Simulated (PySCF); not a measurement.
## Structure from NMR data

The spectra below were simulated for a compound C6H4O2.

$^{1}$H NMR (400 MHz, computed): δ 10.52 (s, 1H), 7.64 (br s, 1H), 7.26 (br s, 1H), 2.97 (s, 1H).

$^{13}$C{$^{1}$H} NMR (computed): δ 193.8 (CH), 180.8 (C), 151.2 (CH2), 146.1 (C), 90.5 (CH), 82.2 (C).

PySCF calculation with geometry from GFN2-xTB and PBE0/pcSseg-1 with gauge-including orbitals; one conformer, relativity neglected, no solvent.

Scale: $^{1}$H and $^{13}$C vs TMS (reference shieldings calculated alike).

Which candidate is it?
A. c1cc2occc2o1
B. C#CC(=O)C(=C)C=O
C. C=C1C(=O)C=CC1=O
D. C#CC#CCC(=O)O
E. O=C=Cc1ccco1

## Answers

B. 

- Rings plus π bonds: 5 (no ring in the answer).
- 6 carbon signals for 6 carbons: no two carbons are equivalent.
- Carbon types of the structure: 3 × C, 2 × CH, 1 × CH2, which accounts for all hydrogens.
- δC 193.8: aldehyde carbonyl carbon; the double bond to the heteroatom, with no lone-pair donor beside it, deshields it most.
- δC 151.2: β carbon of a C=C–C=O unit; conjugation with the carbonyl draws π density from the β position.
- δC 146.1: α carbon of a C=C–C=O unit; the olefinic region.
- δC 90.5: terminal alkyne carbon; sp carbons lie upfield of alkene carbons because the cylindrical π system leaves one tensor component strongly shielded.
- δC 82.2: alkyne carbon; sp carbons lie upfield of alkene carbons because the cylindrical π system leaves one tensor component strongly shielded.

The others: c1cc2occc2o1 would give 3 carbon signals, not 6; C=C1C(=O)C=CC1=O would give 4 carbon signals, not 6; C#CC#CCC(=O)O would give 2 signals for carbon-bound and other non-exchanging H, not 4; O=C=Cc1ccco1 has carbons computed at 215.5, 145.3, 144.9, 118.9, 111.5, 25.8, with a different DEPT pattern.

Shifts are as computed. Against solution values, carbons near 30 ppm lie about +3 ppm off and those near 130 ppm about +5 ppm. Of 1211 compounds with measured shifts, 218 miss one by over three times the rms of a fit or turn the order of signals round; such compounds aren't used in these exercises. Multiplicities follow the n + 1 count of equivalent neighbours, as no J values were calculated; m marks all less simple cases, F and P coupling included.
